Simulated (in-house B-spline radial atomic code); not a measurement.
## Two electrons outside the [Ne] 3s2 core: Cl3+

Computed with an all-electron radial atomic-structure program (B-spline basis): configuration interaction (CI) of the two valence electrons in the field of the frozen Dirac-Fock core, alone and with many-body perturbation theory for the core (screened one- and two-electron correlation potentials), Breit and QED terms; no-pair Dirac Hamiltonian, finite nucleus. Labels give the configuration (outer n counted up each series) and the leading LS term, or the jj pair where no LS term holds 70 %.

The outer s² shell of this core is soft: its mixing with p² is only treated to second order, so levels can be several per cent off.

Command:
```bash
python run_mb.py task.json out
```
Settings (nuclear radius in fm, box in bohr, cutoff in hartree):
```
basis_form          3
Z                   17
core_configuration  [Ne] 3s2
rms_radius          3.3654
mass_number         35
speed_of_light      137.036
box_radius          18.0
lmax                6
intervals           65
virtual_cutoff      578.0
```

Run time, properties included: 82 s on 1 thread of Intel(R) Xeon(R) Platinum 8488C (shared host).

Excitation energies (cm⁻¹):

```
  level  purity of the LS term  CI alone  CI + MBPT + Breit + QED  Landé g of the LS mixture
3p2 3P0                  0.999         0                        0                          -
3p2 3P1                    1.0         ?                        ?                          ?
3p2 3P2                  0.996      1410                     1339                       1.50
3p2 1D2                  0.996     14886                    11855                       1.00
3p2 1S0                  0.999         ?                        ?                          ?
```

Q: Where does 3p2 3P1 lie?

A: 515 cm⁻¹ in CI alone and 492 cm⁻¹ with all corrections; g = 1.50.

Q: Where does 3p2 1S0 lie?

A: 31040 cm⁻¹ in CI alone and 32903 cm⁻¹ with all corrections.

Q: What is the first ionisation energy?

A: 53.12 eV to the 3p1/2 state of the next ion (52.091 eV from CI alone). NIST lists 53.24 ± 0.12 eV (semi-empirical).
